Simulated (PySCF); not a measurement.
Computed shifts of a molecule C₅H₇N, PBE/pcSseg-1 run with PySCF, GIAO, gas phase, equivalent atoms averaged, in ppm (number of nuclei): ¹³C: 146.7 (1), 87.9 (1), 86.7 (1), 67.8 (1), 21.3 (1). ¹⁵N: 438.5 (1). ¹H: 7.85 (1), 4.46 (1), 3.40 (1), 3.17 (1), 1.60 (3). References: ¹³C against TMS (σ = 182.0 ppm); ¹⁵N against NH3 (σ = 267.0 ppm); ¹H against TMS (σ = 31.49 ppm), references at their B3LYP-D3(BJ)/def2-TZVP geometries, non-relativistic. Coordinates come from a B3LYP-D3(BJ)/def2-SVP optimisation. The values are those of a single conformer.

Task: Which molecule gave these data?
A) C#CC(=C)CN
B) C/C=C/CC#N
C) C=CC1=NCC1
D) C#C/C=N/CC

Result: D, C#C/C=N/CC
